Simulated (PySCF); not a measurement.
PySCF input for Ta(NH)(OH)2(NH2) (H5N2O2Ta), SMILES [NH]=[Ta]([NH2])([OH])[OH], multiplicity 1, TDA-PBE/def2-SVPD. Geometry: PBE0-D3(BJ)/def2-SVP. The spin state was assumed, not searched. The structure was generated by enumeration; whether it is a known compound was not checked. The def2 effective core potentials stand for the cores of Ta; spin–orbit coupling is left out. Other conformers were not sampled.

```python
import numpy as np
from pyscf import gto, scf, dft, tdscf

mol = gto.M(
    atom='''
    Ta    0.01921660    0.01691256   -0.00000000
    N    -0.15999271    1.77916261   -0.00000001
    H    -0.17639538    2.79073080   -0.00000002
    O     0.94445778   -0.60749114    1.56087286
    H     1.25236186   -0.21414481    2.37968572
    O     0.94445770   -0.60749116   -1.56087289
    H     1.25236175   -0.21414484   -2.37968579
    N    -1.84865360   -0.65528180    0.00000005
    H    -2.08504473   -1.64518462    0.00000006
    H    -2.69689532   -0.09918084    0.00000006
    ''',
    basis='def2-SVPD',
    ecp={'Ta': 'def2-svp'},
    charge=0,
    spin=0,
    symmetry=True,
    max_memory=1600,
    verbose=4,
)
mf = dft.RKS(mol, xc='pbe').density_fit(auxbasis='def2-universal-jkfit')
mf.grids.level = 3
mf.conv_tol = 1e-9
mf.max_cycle = 100
mf.kernel()
mf.grids = dft.Grids(mol).set(level=1).build(with_non0tab=True)  # coarser grid for the response kernel
td = tdscf.TDA(mf)
td.singlet = True
td.nstates = 10
td.conv_tol = 1e-4
td.positive_eig_threshold = 1e-6
td.kernel(x0=td.get_init_guess(mf, 15))
td.analyze()
tt = tdscf.TDA(mf)
tt.singlet = False
tt.nstates = 4
tt.conv_tol = 1e-4
tt.positive_eig_threshold = 1e-6
tt.kernel(x0=tt.get_init_guess(mf, 9))
tt.analyze(verbose=3)
```

It prints:

```
PySCF version 2.14.0

[INPUT] verbose = 4
[INPUT] num. atoms = 10
[INPUT] num. electrons = 48
[INPUT] charge = 0
[INPUT] spin (= nelec alpha-beta = 2S) = 0
[INPUT] symmetry True subgroup None
[INPUT] Mole.unit = angstrom
[INPUT] Symbol           X                Y                Z      unit          X                Y                Z       unit  Magmom
[INPUT]  1 Ta     0.019216600000   0.016912560000   0.000000000000 AA    0.036314111045   0.031960106465   0.000000000000 Bohr   0.0
[INPUT]  2 N     -0.159992710000   1.779162610000  -0.000000010000 AA   -0.302342403827   3.362130063966  -0.000000018897 Bohr   0.0
[INPUT]  3 H     -0.176395380000   2.790730800000  -0.000000020000 AA   -0.333338957839   5.273716899388  -0.000000037795 Bohr   0.0
[INPUT]  4 O      0.944457780000  -0.607491140000   1.560872860000 AA    1.784766540415  -1.147991877700   2.949622220667 Bohr   0.0
[INPUT]  5 H      1.252361860000  -0.214144810000   2.379685720000 AA    2.366620924251  -0.404675041897   4.496954273338 Bohr   0.0
[INPUT]  6 O      0.944457700000  -0.607491160000  -1.560872890000 AA    1.784766389237  -1.147991915494  -2.949622277358 Bohr   0.0
[INPUT]  7 H      1.252361750000  -0.214144840000  -2.379685790000 AA    2.366620716381  -0.404675098589  -4.496954405619 Bohr   0.0
[INPUT]  8 N     -1.848653600000  -0.655281800000   0.000000050000 AA   -3.493449003191  -1.238303136412   0.000000094486 Bohr   0.0
[INPUT]  9 H     -2.085044730000  -1.645184620000   0.000000060000 AA   -3.940163497168  -3.108948356147   0.000000113384 Bohr   0.0
[INPUT] 10 H     -2.696895320000  -0.099180840000   0.000000060000 AA   -5.096393541421  -0.187424624404   0.000000113384 Bohr   0.0

nuclear repulsion = 216.115094101223
point group symmetry = Cs
symmetry origin: [-6.12411248e-09 -2.79959432e-09  1.22482248e-09]
symmetry axis x: [ 1.00000000e+00 -3.07129153e-09  9.42661044e-09]
symmetry axis y: [-3.07129149e-09 -1.00000000e+00 -3.76372619e-09]
symmetry axis z: [-9.42661045e-09 -3.76372631e-09  1.00000000e+00]
num. orbitals of irrep A' = 101
num. orbitals of irrep A" = 60
number of shells = 67
number of NR pGTOs = 236
number of NR cGTOs = 161
basis = def2-SVPD
ecp = {'Ta': 'def2-svp'}


[settings echo left out]
init E= -306.925214054557
HOMO (A") = -0.521458194379669  LUMO (A') = -0.409676590642764  gap/eV = 3.04173
cycle= 1 E= -318.829328705411  delta_E= -11.9  |g|= 1.92  |ddm|= 8.71
HOMO (A') = 0.022011046907785  LUMO (A") = 0.0225495616035207  gap/eV = 0.01465

WARN: A' HOMO 0.022011046907785 > system LUMO 0.0225495616035207


WARN: A" LUMO 0.0225495616035207 < system HOMO 0.022011046907785

cycle= 2 E= -310.30876767751  delta_E= 8.52  |g|= 4.89  |ddm|= 29.8
HOMO (A') = -0.16626833862075  LUMO (A') = -0.083965511821539  gap/eV = 2.23957
cycle= 3 E= -319.27799144426  delta_E= -8.97  |g|= 1.42  |ddm|= 29.2
HOMO (A") = -0.257876765883774  LUMO (A') = -0.0892647761409542  gap/eV = 4.58817
cycle= 4 E= -319.676707349025  delta_E= -0.399  |g|= 0.49  |ddm|= 1.97
HOMO (A") = -0.241053857584663  LUMO (A') = -0.0421241613849223  gap/eV = 5.41315
cycle= 5 E= -319.677958965672  delta_E= -0.00125  |g|= 0.515  |ddm|= 0.779
HOMO (A") = -0.22306019282705  LUMO (A') = -0.0286411527633815  gap/eV = 5.29041
cycle= 6 E= -319.739380175697  delta_E= -0.0614  |g|= 0.0995  |ddm|= 0.584
HOMO (A") = -0.21873443564356  LUMO (A') = -0.031011732737275  gap/eV = 5.10819
cycle= 7 E= -319.740979636378  delta_E= -0.0016  |g|= 0.0579  |ddm|= 0.134
HOMO (A") = -0.225800497600615  LUMO (A') = -0.0314594034305341  gap/eV = 5.28829
cycle= 8 E= -319.741699968801  delta_E= -0.00072  |g|= 0.0146  |ddm|= 0.0636
HOMO (A") = -0.225090241790944  LUMO (A') = -0.0318916746775281  gap/eV = 5.25720
cycle= 9 E= -319.741749597804  delta_E= -4.96e-05  |g|= 0.00255  |ddm|= 0.017
HOMO (A") = -0.225176294892342  LUMO (A') = -0.0319051266750415  gap/eV = 5.25918
cycle= 10 E= -319.74175113697  delta_E= -1.54e-06  |g|= 0.000553  |ddm|= 0.00362
HOMO (A") = -0.225159086119867  LUMO (A') = -0.0318636843924778  gap/eV = 5.25984
cycle= 11 E= -319.741751207782  delta_E= -7.08e-08  |g|= 0.000111  |ddm|= 0.000802
HOMO (A") = -0.225154707998263  LUMO (A') = -0.0318598471536147  gap/eV = 5.25982
cycle= 12 E= -319.741751210914  delta_E= -3.13e-09  |g|= 2.12e-05  |ddm|= 0.000171
HOMO (A") = -0.225154012557641  LUMO (A') = -0.0318601213589231  gap/eV = 5.25979
cycle= 13 E= -319.741751211011  delta_E= -9.67e-11  |g|= 3.39e-06  |ddm|= 3.81e-05
HOMO (A") = -0.225153196857195  LUMO (A') = -0.0318600466394336  gap/eV = 5.25977
Extra cycle  E= -319.741751210996  delta_E= 1.47e-11  |g|= 9.34e-06  |ddm|= 1.2e-05
converged SCF energy = -319.741751210996
tot grids = 41840
Overwritten attributes  positive_eig_threshold  of <class 'pyscf.tdscf.rks.TDA'>


******** <class 'pyscf.tdscf.rks.TDA'> for <class 'pyscf.df.df_jk.DFSymAdaptedRKS'> ********
nstates = 10 singlet
deg_eia_thresh = 1.000e-03
wfnsym = None
conv_tol = 0.0001
eigh lindep = 1e-12
eigh level_shift = 0
eigh max_cycle = 100


Excitation energies (eV)
[5.3069084  5.37663627 5.45130467 5.50899662 5.60969234 5.80417985
 5.94610636 5.96374481 6.0649263  6.15403367]

** Singlet excitation energies and oscillator strengths **
Excited State   1:   A"      5.30691 eV    233.63 nm  f=0.0041
      23 -> 25       -0.12275
      24 -> 25       -0.68982
Excited State   2:   A"      5.37664 eV    230.60 nm  f=0.0095
      23 -> 25       -0.11413
      24 -> 26        0.68872
Excited State   3:   A"      5.45130 eV    227.44 nm  f=0.0023
      22 -> 27        0.10016
      23 -> 25        0.66860
      23 -> 26        0.10705
      24 -> 25       -0.12547
      24 -> 26        0.11887
Excited State   4:   A"      5.50900 eV    225.06 nm  f=0.0191
      23 -> 25       -0.11581
      23 -> 26        0.69027
Excited State   5:   A'      5.60969 eV    221.02 nm  f=0.0141
      22 -> 26        0.70301
Excited State   6:   A'      5.80418 eV    213.61 nm  f=0.0050
      22 -> 25        0.53222
      23 -> 27        0.44067
Excited State   7:   A'      5.94611 eV    208.51 nm  f=0.0094
      24 -> 27        0.45702
      24 -> 28        0.52459
Excited State   8:   A"      5.96374 eV    207.90 nm  f=0.0006
      22 -> 27        0.68854
Excited State   9:   A"      6.06493 eV    204.43 nm  f=0.0000
      24 -> 29       -0.70259
Excited State  10:   A'      6.15403 eV    201.47 nm  f=0.0150
      22 -> 25        0.18271
      22 -> 30       -0.16286
      22 -> 31       -0.11087
      23 -> 27       -0.35448
      23 -> 28        0.52473
      23 -> 33       -0.12729

** Transition electric dipole moments (AU) **
state          X           Y           Z        Dip. S.      Osc.
  1        -0.0000     -0.0000     -0.1772      0.0314      0.0041
  2         0.0000     -0.0000     -0.2692      0.0724      0.0095
  3         0.0000      0.0000     -0.1310      0.0172      0.0023
  4         0.0000     -0.0000     -0.3760      0.1414      0.0191
  5        -0.3178     -0.0398     -0.0000      0.1026      0.0141
  6        -0.1399     -0.1251      0.0000      0.0352      0.0050
  7         0.2326      0.1027      0.0000      0.0647      0.0094
  8        -0.0000      0.0000     -0.0627      0.0039      0.0006
  9         0.0000      0.0000     -0.0159      0.0003      0.0000
 10        -0.0602     -0.3099      0.0000      0.0996      0.0150

WARN: ECP detected. Skipping calculation of transition velocity and magnetic dipole moments, which have not yet been implemented.



******** <class 'pyscf.tdscf.rks.TDA'> for <class 'pyscf.df.df_jk.DFSymAdaptedRKS'> ********
nstates = 4 triplet
deg_eia_thresh = 1.000e-03
wfnsym = None
conv_tol = 0.0001
eigh lindep = 1e-12
eigh level_shift = 0
eigh max_cycle = 100


Excitation energies (eV)
[4.95210304 5.13446931 5.19204447 5.24171294]

** Triplet excitation energies and oscillator strengths **
Excited State   1:   A'      4.95210 eV    250.37 nm  f=0.0000
Excited State   2:   A"      5.13447 eV    241.47 nm  f=0.0000
Excited State   3:   A"      5.19204 eV    238.80 nm  f=0.0000
Excited State   4:   A"      5.24171 eV    236.53 nm  f=0.0000
```

Self-consistency was reached.

Cost: around 110 core-seconds (rough).
